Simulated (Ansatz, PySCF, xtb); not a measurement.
Pair of molecules: HBr (SMILES Br) (first 2 atoms) with H4OSi (SMILES O[SiH3]); geometry from B3LYP-D3(BJ)/def2-TZVP, rigid monomers moved along the line of their centres of mass till Br1···H5 is 3.80 Å.
(charge 0, multiplicity 1):
```json
[
 {"atom": "Br", "x (Å)": "-0.4673", "y (Å)": "-1.3769", "z (Å)": "-0.0963"},
 {"atom": "H", "x (Å)": "0.4134", "y (Å)": "-0.3081", "z (Å)": "0.2541"},
 {"atom": "O", "x (Å)": "-0.8975", "y (Å)": "0.3212", "z (Å)": "4.1970"},
 {"atom": "Si", "x (Å)": "0.7022", "y (Å)": "0.6576", "z (Å)": "4.3979"},
 {"atom": "H", "x (Å)": "-1.1446", "y (Å)": "-0.2668", "z (Å)": "3.4758"},
 {"atom": "H", "x (Å)": "1.4860", "y (Å)": "-0.5352", "z (Å)": "4.7995"},
 {"atom": "H", "x (Å)": "0.7840", "y (Å)": "1.6965", "z (Å)": "5.4420"},
 {"atom": "H", "x (Å)": "1.3045", "y (Å)": "1.1772", "z (Å)": "3.1375"}
]
```

Interaction energies are E(AB) − E(A) − E(B) at the monomers' geometry in the complex; basis-set methods are counterpoise corrected.

Rows in 6-31G* carry no dispersion term and start afresh at each structure (6-31G* with six Cartesian d functions); the Pople sets are all-electron and without relativity.

Codes used: Ansatz (Gaussian basis) for Hartree–Fock, density functionals and correlated methods; PySCF for 6-31G* rows, the dispersion terms; xtb for the GFN methods. 

Q: Give the interaction energy at the level PBE0-D3(BJ)/def2-TZVPPD.

A: -53 meV

Q: What interaction energy does B3LYP/6-31G* give?

A: -19 meV

Q: Estimate the interaction energy that GFN1-xTB returns for this input.

A: -31 meV

Ansatz is an electronic-structure program.
